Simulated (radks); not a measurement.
Results of a calculation; reference values are marked as such.
The manganese ion Mn6+, 19 electrons, occupied as [Ar] 3d1. Code: a radial shooting solver on a logarithmic mesh with Libxc functionals. Model: scalar-relativistic Kohn-Sham, PBE, spin-unpolarised, spherical densities, point nucleus.

Unscreened Slater integrals over Kohn-Sham orbitals (eV).

F0(3d,3d): 28.812
F2(3d,3d): 14.141
F4(3d,3d): 8.9751
F0(3d,3p): 29.018
F2(3d,3p): 14.233
G1(3d,3p): 17.238
G3(3d,3p): 10.779
F0(3d,3s): 29.428
G2(3d,3s): 13.351
F0(3d,2p): 38.423
F2(3d,2p): 8.3138
G1(3d,2p): 6.4380
G3(3d,2p): 3.6615
F0(3p,3p): 29.488
F2(3p,3p): 14.938
F0(3p,3s): 29.877
G1(3p,3s): 19.904
F0(3p,2p): 39.719
F2(3p,2p): 8.3064
G0(3p,2p): 3.2905
G2(3p,2p): 3.4565
F0(3s,3s): 30.307
F0(3s,2p): 40.101
G1(3s,2p): 3.4643
F0(2p,2p): 100.67
F2(2p,2p): 47.369

Derived for the open shells (J is the average intra-shell exchange parameter used in DFT+U). 3d: Racah B = F2/49 - 5 F4/441 = 0.1868 eV, C = 35 F4/441 = 0.7123 eV, C/B = 3.81, F4/F2 = 0.635, J = (F2 + F4)/14 = 1.651 eV.
